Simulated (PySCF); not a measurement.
A small benchmark: bond length Re of diatomics

CCSD(T), MP2, PBE0 in PySCF with def2-TZVPP on every atom (core potentials on Rb, Ag, I, Pb), for the lowest determinant that a PBE0 search found; no spin–orbit coupling. Measured values: Huber and Herzberg, Constants of Diatomic Molecules (1979).

```
molecule  measured (Å)  CCSD(T)    MP2   PBE0
     LiI      2.391924    2.408  2.403  2.390
     RbH         2.367    2.407  2.397  2.416
     HBr      1.414435    1.415  1.409  1.420
      KI      3.047844    3.100  3.085  3.071
     Cl2        1.9879    2.009  1.988  1.982
     GeS      2.012086    2.029  2.021  2.014
    AgCl      2.280792    2.289  2.256  2.285
     PbS      2.286863    2.307  2.293  2.282
```

Problem. Give the mean signed and mean absolute error of each level in pm, and name the best.

Solution. CCSD(T) +2.2 and 2.2; MP2 +0.8 and 1.5; PBE0 +0.9 and 1.2. On this set PBE0 is closest.

Problem. Which molecule does MP2 miss most?

Solution. KI, by +3.7 pm.

The molecules are drawn from runs that passed checks on state, spin purity and fit, so the hardest cases are missing and the errors look smaller than over all diatomics.

Correlated steps freeze the inner cores (0 to 14 orbitals); shallow outer-core shells are correlated. These are scalar-relativistic numbers at best; spin–orbit coupling would shift them, the dissociation energy most. The CCSD T1 diagnostic is raised in PbS, RbH, a sign that a single reference may not be enough there.
